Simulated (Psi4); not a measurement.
hydrogen atom (H), doublet. Base run: Psi4 with BLYP/6-31G*.

Geometry (Å):
```xyz
1

H      0.0000     0.0000     0.0000
```
Charge 0, spin multiplicity 2.
Orbitals are unrestricted.
All else is at Psi4's defaults (density fitting, Cartesian functions).
Base energy -0.49545 Eh.

The base run was repeated with changes; each row names its change, and settings that it needs were set with it.

```json
[
 {"change": "base", "ΔE vs base (mEh)": "0.000", "SCF cycles": "3", "grid points": "22348", "basis functions": "2"},
 {"change": "scf_type = disk_df", "ΔE vs base (mEh)": "0.000", "SCF cycles": "3", "grid points": "22348", "basis functions": "2"},
 {"change": "dft_spherical_points = 590", "ΔE vs base (mEh)": "0.000", "SCF cycles": "3", "grid points": "43654", "basis functions": "2"},
 {"change": "ints_tolerance = 1e-8", "ΔE vs base (mEh)": "0.000", "SCF cycles": "3", "grid points": "22348", "basis functions": "2"},
 {"change": "dft_basis_tolerance = 1e-8", "ΔE vs base (mEh)": "0.000", "SCF cycles": "3", "grid points": "22046", "basis functions": "2"},
 {"change": "dft_pruning_scheme = robust", "ΔE vs base (mEh)": "0.000", "SCF cycles": "3", "grid points": "15604", "basis functions": "2"},
 {"change": "scf_type = mem_df", "ΔE vs base (mEh)": "0.000", "SCF cycles": "3", "grid points": "22348", "basis functions": "2"},
 {"change": "scf_initial_accelerator = none", "ΔE vs base (mEh)": "0.000", "SCF cycles": "3", "grid points": "22348", "basis functions": "2"},
 {"change": "scf_type = dfdirj+cosx", "ΔE vs base (mEh)": "0.000", "SCF cycles": "4", "grid points": "22348", "basis functions": "2"},
 {"change": "damping_percentage = 50", "ΔE vs base (mEh)": "0.000", "SCF cycles": "12", "grid points": "22348", "basis functions": "2"},
 {"change": "guess = core", "ΔE vs base (mEh)": "0.000", "SCF cycles": "3", "grid points": "22348", "basis functions": "2"},
 {"change": "d_convergence = 1e-10", "ΔE vs base (mEh)": "0.000", "SCF cycles": "4", "grid points": "22348", "basis functions": "2"},
 {"change": "dft_radial_scheme = becke", "ΔE vs base (mEh)": "0.000", "SCF cycles": "3", "grid points": "19630", "basis functions": "2"}
]
```

Open shells are given as the SCF converged; they aren't shown to be the lowest states, and a large step between rows can be another state.
